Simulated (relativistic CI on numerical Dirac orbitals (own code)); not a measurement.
**Co⁺: resonant inelastic scattering at the M2,3 edge**

Computed with this model: Dirac-Coulomb-Breit CI, KLI orbitals optimised for each configuration, QED by a radiative potential, valence Slater integrals scaled by 0.9, Kramers-Heisenberg scattering through one core-hole configuration in a parametric crystal field; configurations [Ar] 3d8 → [Ne] 3s2 3p5 3d9; 300 K; core-hole width 0.48 eV; summed over polarisations. Incident energies are the highest absorption maxima for each field (at most a few, so the weaker spin-orbit partner edge can be absent), on the computed scale of the free ion. Intensities are in per cent of the strongest line above 0.02 eV; levels within 1 cm⁻¹ are merged; final levels count from the ground level, the first row holds all elastic scattering, lines under 0.4 are left out and each table stops after 24 rows. The scale of the Slater integrals is a model choice and moves the terms in proportion.

Field parameters in Wybourne normalisation: Oh B⁴₀ = 21Dq, B⁴₄ = √(5/14) B⁴₀. The field is a parameter set, without covalency.

S is read from ⟨S²⟩ = S(S + 1).

Oh, 10Dq = 2400 cm⁻¹:

```tsv
Final level (eV)	Degeneracy	Irrep	S	60.7 eV	61.4 eV	65.8 eV
0.000	3	T2	1.00	36.1	22.6	143.7
0.274	2	E	1.00	16.2	4.3	100.0
0.290	3	T1	1.00	13.6	5.8	85.7
0.336	3	T2	1.00	16.2	7.8	94.2
0.345	1	A2	1.00	1.1	0.2	14.4
0.464	1	A1	1.00	7.7	2.4	39.3
0.519	3	T1	1.00	17.8	9.5	81.3
0.597	3	T2	1.00	5.3	17.6	36.8
0.609	2	E	1.00	2.4	1.6	12.8
1.727	2	E	0.05	0.2	4.4	1.4
1.942	3	T2	0.13	0.2	3.3	6.4
2.246	2	E	0.99	0.3	0.2	29.8
2.259	3	T2	0.95	0.3	0.8	63.4
2.297	3	T1	1.00	0.2	0.2	4.0
2.319	1	A1	1.00	0.0	0.0	2.4
2.728	3	T1	0.00	0.0	0.1	1.2
2.855	2	E	0.00	0.0	0.5	0.9
2.922	3	T2	0.00	0.1	0.6	2.1
```

Oh, 10Dq = 5350 cm⁻¹:

```tsv
Final level (eV)	Degeneracy	Irrep	S	61.1 eV	61.8 eV	66.2 eV
0.000	3	T2	1.00	37.7	33.8	122.7
0.641	2	E	1.00	12.8	4.5	98.7
0.653	3	T1	1.00	12.2	6.4	87.7
0.688	3	T2	1.00	21.1	15.0	98.1
0.701	1	A2	1.00	1.2	0.4	14.7
1.077	1	A1	1.00	6.8	3.0	57.1
1.124	3	T1	1.00	21.9	13.5	100.0
1.201	3	T2	1.00	7.4	22.0	51.2
1.202	2	E	0.99	3.3	3.6	25.0
1.810	2	E	0.04	0.3	5.2	0.9
2.377	3	T2	0.12	0.5	5.1	4.9
2.708	2	E	1.00	0.9	0.1	34.0
2.726	3	T2	0.96	0.9	2.2	65.9
2.762	3	T1	1.00	0.9	0.5	5.9
2.780	1	A1	0.97	0.1	0.4	4.8
3.085	3	T1	0.00	0.0	0.3	1.2
3.494	2	E	0.00	0.1	1.2	0.8
3.565	3	T2	0.00	0.1	1.0	2.0
```

For the first field the strongest loss at the lowest incident energy is the level at 0.52 eV (S = 1.00, against 1.00 in the thermal ground state).
